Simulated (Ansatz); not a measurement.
C3H7FGe, SMILES `C=[CH][GeH2][CH2]F`, relaxed with RKS PBE-D4/def2-SVP in Ansatz 0.2.0 from a rough embedded geometry. The force threshold is 0.03 eV/Å; the program also tests the step.

Total charge 0; spin multiplicity 1.

Start:

```xyz
12

C    -1.453    1.100    0.820
C    -0.303    1.377    0.146
Ge    1.066    0.044    0.053
C     0.365   -1.623   -0.706
F    -0.062   -1.285   -2.053
H    -2.195    1.948    0.853
H    -1.616    0.207    1.343
H    -0.116    2.306   -0.322
H     2.231    0.553   -0.717
H     1.504   -0.318    1.530
H     1.107   -2.351   -0.801
H    -0.528   -1.959   -0.145
```

**Question.** How much energy does the relaxation release, and in how many steps? (Best estimate.)

**Answer.** Ansatz gave: 9.22 kcal/mol, in 5 steps, 1 of them rejected.

**Question.** Which bonds change most? (An estimate is asked.)

**Answer.** Ansatz gave: C4–H11 from 1.043 to 1.113 Å; Ge3–H9 from 1.487 to 1.551 Å; C4–F5 from 1.453 to 1.390 Å; C1–H7 from 1.047 to 1.105 Å.

**Question.** Give the relaxed structure. (An estimate is asked.)

**Answer.** The calculation gave: 
```xyz
12

C    -1.477    1.177    0.830
C    -0.308    1.381    0.196
Ge    1.101    0.028    0.097
C     0.355   -1.608   -0.756
F    -0.026   -1.316   -2.060
H    -2.272    1.942    0.853
H    -1.704    0.234    1.360
H    -0.140    2.346   -0.316
H     2.276    0.553   -0.768
H     1.621   -0.346    1.515
H     1.106   -2.430   -0.766
H    -0.532   -1.962   -0.183
```
